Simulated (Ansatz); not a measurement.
`C[CH2][Mg][F]` + CH₃SH → `C[S][Mg][F]` + `CC` at 700 K and 1 bar (ligand exchange at a Mg–C bond).

Isolated molecules relaxed with PBE0-D4/def2-TZVP in Ansatz; ΔE leaves out vibrations. CBS: MP2 limit from def2 TZ/QZ plus the TZ coupled-cluster correction, frozen cores. This one scheme is used for every species. For Mg outer-core shells are correlated without core-valence functions, which leaves a few kJ/mol of doubt a bond. Each species was taken in one conformer, which may not be the lowest.

| species | CCSD(T)/CBS energy (Eh) | H − E (kJ/mol) | S (J/(mol·K)) |
| --- | --- | --- | --- |
| `C[CH2][Mg][F]` | -378.86278 | 236.7 | 416.7 |
| CH₃SH | -438.22835 | 160.2 | 309.0 |
| `C[S][Mg][F]` | -737.42523 | 166.7 | 421.2 |
| `CC` | -79.71954 | 238.1 | 289.3 |

H − E and S are ideal-gas, rigid-rotor, harmonic terms from PBE0-D4/def2-TZVP, for one conformer and one mirror image of each species. 1 Eh = 2625.50 kJ/mol, R = 8.31446 J/(mol·K).

Question: By hand: ΔE, ΔH, ΔS and ΔG.

Answer: ΔE = (-737.42523) + (-79.71954) − (-378.86278) − (-438.22835) = -0.05364 Eh = -140.8 kJ/mol. Δ(H − E) = 166.7 + 238.1 − 236.7 − 160.2 = 7.9, so ΔH = -132.9 kJ/mol. ΔS = 421.2 + 289.3 − 416.7 − 309.0 = -15.2 J/(mol·K). ΔG = -132.9 − 700 × (-15.2)/1000 = -122.3 kJ/mol.

Question: By hand: the equilibrium constant, and the temperature at which ΔG would vanish if ΔH and ΔS stayed fixed.

Answer: log₁₀ K = −ΔG/(RT ln 10) = 9.1. ΔG = 0 at ΔH/ΔS = 8743 K, far beyond where these terms or the molecules hold.

ΔH outweighs TΔS. A doubt of 5 kJ/mol in ΔE shifts log₁₀ K by 0.4 here. Other conformers and mirror images would add mixing entropy, several J/(mol·K) or more a flexible species. These are equilibria of isolated gas molecules and say nothing of rates. Largest T1 diagnostic: 0.011 (customary marks: 0.02 for closed shells, 0.045 for open ones).
